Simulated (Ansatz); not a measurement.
SiNH7F2, singlet: at a first-order saddle point.

The input file, in.yaml:

```yaml
crystal:
  periodic: [false, false, false]
  atoms:
    - {symbol: Si, position_ang: [-0.850478, -0.706171, -0.453394]}
    - {symbol: F, position_ang: [0.630427, 0.708816, -1.503843]}
    - {symbol: H, position_ang: [0.126468, -1.644713, -1.026337]}
    - {symbol: H, position_ang: [-1.799904, -1.558046, 0.334953]}
    - {symbol: H, position_ang: [-1.707184, 0.130161, -1.309424]}
    - {symbol: H, position_ang: [0.978080, 0.436179, 0.759980]}
    - {symbol: N, position_ang: [-0.128475, 0.239371, 0.958231]}
    - {symbol: H, position_ang: [1.454705, 0.762494, -0.830545]}
    - {symbol: F, position_ang: [2.127803, 0.718443, 0.195793]}
    - {symbol: H, position_ang: [-0.562143, 1.155429, 1.034470]}
    - {symbol: H, position_ang: [-0.269400, -0.242162, 1.840115]}
basis:
  gaussian: {orbitals: def2-TZVPP}
hamiltonian: {xc: pbe0, dispersion: d4}
output: {orbitals: {seedname: orbitals}}
```

Run by:

```bash
ansatz run in.yaml --threads 4 --pin off --events-out ev --progress --plain --max-ram 9574MiB
```

What Ansatz 0.2.0 printed:

```
Functional definition: PBE0
  name "PBE0"
  cite "Adamo & Barone, J. Chem. Phys. 110, 6158 (1999) doi:10.1063/1.478522"
  cite "Perdew, Burke & Ernzerhof, Phys. Rev. Lett. 77, 3865 (1996) doi:10.1103/PhysRevLett.77.3865"
  parent pbe
  parameter a = 0.25
  parameter kappa = 0.804
  parameter beta = 0.06672455060314922
  exchange = (1 - a)*pbe_x(kappa = kappa, mu = beta*pi^2/3) + a*exact_x
  correlation = pbe_c(beta = beta)
1171 factors; their error is unknown
mean field evaluation 1: about -14904.0600 eV, gradient 6.0e1 eV
mean field evaluation 2: about -14900.3064 eV, gradient 7.7e1 eV
mean field evaluation 4: about -14909.6765 eV, gradient 2.5e0 eV
mean field evaluation 8: about -14909.6852 eV, gradient 6.0e-2 eV
mean field evaluation 16: about -14909.7228 eV, gradient 1.8e-5 eV
mean field -14909.72278075 eV, -547.9222060196 hartree, gradient 1.8e-5 eV, S^2 0.000000; 0 other end points of the search recorded, 0 dependent functions left out
reference -14909.72280881 eV, -547.9222070508 hartree; 23, 23 occupied and 210, 210 virtual orbitals, 1171 factors
Total energy: -14909.86193789 eV, -547.9273199499 hartree
```

The run took about 1.5 s on 4 CPU threads of an AMD EPYC 9R14 (shared host).
